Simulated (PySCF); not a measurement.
A structure optimised at ωB97X-D3(BJ)/def2-SVP, used in a PySCF frequency run:

```xyz
9

Si    -1.3043    -0.2455    -0.0983
O     -1.8081     1.1102    -0.9420
Ge     1.0382    -0.1637     0.2553
H     -1.9893    -0.3659     1.2261
H     -1.6713    -1.4172    -0.9356
H     -1.5735     1.9651    -0.5674
H      1.4115     1.1371     0.9924
H      1.7994    -0.1772    -1.0806
H      1.5255    -1.3480     1.1075
```

Question: Write its SMILES and formula.

Answer: O[SiH2][GeH3], GeH₆OSi

Question: What are its rotational constants (standard atomic weights)?

Answer: 14.471, 2.2557, 2.0549 GHz
